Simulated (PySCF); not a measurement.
Molecule: `InChI=1S/C8H7/c1-2-8(5-6-8)7-3-4-7/h1,3-4H,5-6H2/q+1`.

Cartesian coordinates in Å; atom numbers follow the order of the lines, from 1:
```xyz
15

C    -0.714    1.687    2.188
C    -0.487    0.970    1.255
C    -0.264    0.109    0.130
C     1.052   -0.208   -0.201
C     2.438   -0.101    0.022
C     2.002   -0.869   -1.002
C    -1.342   -0.975   -0.180
C    -1.276    0.186   -1.057
H    -0.908    2.313    3.009
H     3.240    0.305    0.595
H     2.219   -1.513   -1.825
H    -2.120   -1.031    0.568
H    -0.978   -1.931   -0.526
H    -0.862    0.088   -2.050
H    -2.003    0.977   -0.946
```

Total charge +1.

Frames of a GFN2-xTB Langevin trajectory at 300 K; GIAO PBE0/pcSseg-1 shieldings in PySCF, gas phase, non-relativistic; equivalent atoms averaged within each frame.

Chemical shifts δ = σref − σ; 13C (σref 186.93) and 1H (σref 31.72) vs TMS, all at this level. The references are static minima.

Problem. How do the shifts (ppm) fluctuate along the trajectory?

Solution. 
```csv
time (fs),C4,C5,C6,C1,C2,C7/C8,C3,H10,H11,H12/H15
optimised geometry,195.7,172.8,166.4,85.8,78.0,49.5,21.6,10.10,9.59,3.52
250,185.0,175.1,166.5,87.2,79.2,59.0,18.4,10.28,9.99,4.78
425,203.1,192.3,155.8,87.3,81.2,48.1,28.4,10.91,8.95,4.30
625,202.9,187.2,180.0,91.8,83.7,40.3,26.7,11.05,9.94,2.83
800,195.6,168.5,160.5,82.0,86.0,51.3,19.3,9.29,9.66,4.21
1000,201.2,183.3,163.5,87.2,87.6,53.3,33.1,11.06,9.47,4.01
mean of frames,197.6,181.3,165.3,87.1,83.5,50.4,25.2,10.52,9.60,4.03
standard deviation,7.7,9.5,9.2,3.4,3.4,6.9,6.3,0.76,0.42,0.72
```

5 frames give an uncertainty of the mean of about the standard deviation over 2.2 at best, since frames this close in time may not be independent; classical motion lacks zero-point vibration, and the reference would need the same averaging.
